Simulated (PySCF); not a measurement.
ClIn, SMILES [In][Cl] (connectivity only; charge and spin as stated), charge +1, multiplicity 2. Atoms are numbered in the order given.

```xyz
2

In     0.0000     0.0000    -0.6042
Cl     0.0000     0.0000     1.7415
```
Charge +1, spin multiplicity 2.

The structure is a stationary point at B3LYP-D3(BJ)/def2-TZVP. The spin state was assumed, not searched. The def2 effective core potentials stand for the cores of In; spin–orbit coupling is left out.

Level of theory: PBE/def2-TZVPD (PySCF).

Mulliken values depend strongly on the basis, most of all with diffuse functions as here. ESP charges are fitted to the potential on shells at 1.4 to 2.0 van der Waals radii. Atomic charges (e):

| atom | ESP fit | Mulliken | Mulliken spin |
|---|---|---|---|
| In1 | [?] | 1.07 | 0.59 |
| Cl2 | [?] | -0.07 | 0.41 |

Fill in the missing entries. (An estimate is asked for; the answer gives what the named calculation found.)


- In1, ESP fit: 1.00
- Cl2, ESP fit: 0.00
